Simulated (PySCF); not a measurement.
Electric field gradients and quadrupole coupling constants

Compound: (BeO)3 ring, Be₃O₃.
Structure used (PBE0-D3(BJ)/def2-SVP), in Å, numbered top down from 1:
```xyz
6
Be3O3 angstrom
Be    -1.2810   -0.1262    0.0269
O     -0.6807   -1.3427   -0.5350
Be     0.7345   -0.9584   -0.4590
O      1.5888    0.1566   -0.0312
Be     0.5481    1.0827    0.4314
O     -0.9097    1.1880    0.5668
```

Field gradients from the PBE0/pcSseg-1 density (PySCF, non-relativistic), principal values in atomic units, ordered |Vxx| ≤ |Vyy| ≤ |Vzz|:

```json
{"atom": "O2", "Vxx": "-0.1628", "Vyy": "-0.2262", "Vzz": "0.3890"}
{"atom": "O4", "Vxx": "-0.1625", "Vyy": "-0.2268", "Vzz": "0.3893"}
{"atom": "O6", "Vxx": "-0.1628", "Vyy": "-0.2227", "Vzz": "0.3855"}
```

Q: Find the asymmetry η = (Vxx − Vyy)/Vzz and the couplings χ = eQV/h (234.96 MHz × Q in barn × V in au), with Q(17O) = −0.0256 b.

A: 
| atom | environment | nucleus | η | χzz (MHz) | χxx (MHz) | χyy (MHz) |
| --- | --- | --- | --- | --- | --- | --- |
| O2 | oxygen bonded to 2 Be | 17O | 0.16 | -2.340 | 0.980 | 1.360 |
| O4 | oxygen bonded to 2 Be | 17O | 0.17 | -2.342 | 0.977 | 1.364 |
| O6 | oxygen bonded to 2 Be | 17O | 0.16 | -2.319 | 0.979 | 1.339 |

Q: What is Vzz at O2 in SI units (1 au = 9.71736 × 10²¹ V/m²)?

A: 0.3890 au = 3.780 × 10²¹ V/m².

Q: And the gradient at the other heavy atoms, for which no coupling is worked out here?

A: 
| atom | environment | Vzz (au) | η |
| --- | --- | --- | --- |
| Be1 | beryllium bonded to 2 O | -0.193 | 0.16 |
| Be3 | beryllium bonded to 2 O | -0.192 | 0.16 |
| Be5 | beryllium bonded to 2 O | -0.193 | 0.16 |

Isolated species at its PBE0-D3(BJ)/def2-SVP geometry (one conformer only). These gradients aren't converged with respect to the basis.
